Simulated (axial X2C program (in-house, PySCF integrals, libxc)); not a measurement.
## RbIn with a deliberately poor setting

Computed with an axial X2C code built on PySCF integrals.

Input file and command:
```json
{"zs": [49, 37], "q": 0, "bas": ["dyall-v2z", "dyall-v2z"], "levels": ["PBE0", "HF", "PW91", "BP86"], "cc": false, "r0": 3.52, "npts": 10, "nst": 2, "ntry": 6, "opt": {"auxb": 6.0}}
```
```bash
python so2c.py task.json out
```

Keys: zs atomic numbers; q charge; bas basis sets; levels methods; cc coupled cluster on or off; r0 starting distance in Å; npts points on the curve; nst determinants followed; ntry starts of the search; auxb ratio of fitting exponents. HF also brings MP2.

Q: One numerical setting was spoiled on purpose. Which, and what came out?

A: Density fitting set too sparse. States: spin-free M_S = 1, Λ = 1; 2c Ω = 0. The apparent results, which are not to be taken for properties of RbIn:

| Hamiltonian | level | points converged | Re (Å) | ωe (cm⁻¹) | De (eV) | curve-fit residual (μEh) |
| --- | --- | --- | --- | --- | --- | --- |
| spin-free | PBE0 | 10 of 10 | 4.785 | 42 | 0.28 | 2.6 |
| spin-free | HF | 9 of 10 | 4.527 | 57 | 0.30 | 0.07 |
| spin-free | MP2 | 9 of 10 | 4.312 | 63 | 0.47 | 0.043 |
| spin-free | PW91 | 10 of 10 | 5.023 | 32 | 0.22 | 3.4 |
| spin-free | BP86 | 10 of 10 | 5.102 | 29 | 0.20 | 3.3 |
| 2c | PBE0 | 10 of 10 | 4.685 | 54 | 0.24 | 2.7 |
| 2c | HF | 10 of 10 | 4.554 | 60 | -0.18 | 0.0067 |
| 2c | MP2 | 10 of 10 | 4.330 | 68 | 0.24 | 0.32 |
| 2c | PW91 | 10 of 10 | 4.835 | 46 | 0.28 | 3.3 |
| 2c | BP86 | 10 of 10 | 4.850 | 44 | 0.23 | 3.3 |
